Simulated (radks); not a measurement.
Q: All-electron atom: Pd I in [Kr] 4d10. Method: scalar-relativistic Kohn-Sham, LDA (Slater exchange, VWN5 correlation), spin-polarised, spherical densities, finite nucleus; Fermi nuclear charge, rms radius 4.5318 fm; hard spherical wall at 4 bohr; computed with a radial shooting solver on a logarithmic mesh with Libxc functionals. Some entries of the table are withheld. Estimate them.

orbital,occ.,eigenvalue (hartree),<r> (bohr)
1s,2,-886.7354,0.03189
2s,2,(1),0.1385
2p,6,-116.0102,0.1207
3s,2,-23.13766,(2)
3p,6,(3),(4)
3d,10,-11.78173,0.3580
4s,2,-2.96034,0.9489
4p,6,-1.71443,1.050
4d,10,0.00301,1.475
5s,0,(5),(6)
5p,0,0.43824,2.420
4f,0,1.08352,2.445

A: 
(1) 2s eigenvalue (hartree): -129.3261
(2) 3s <r> (bohr): 0.3800
(3) 3p eigenvalue (hartree): -18.75991
(4) 3p <r> (bohr): 0.3793
(5) 5s eigenvalue (hartree): 0.14147
(6) 5s <r> (bohr): 2.305
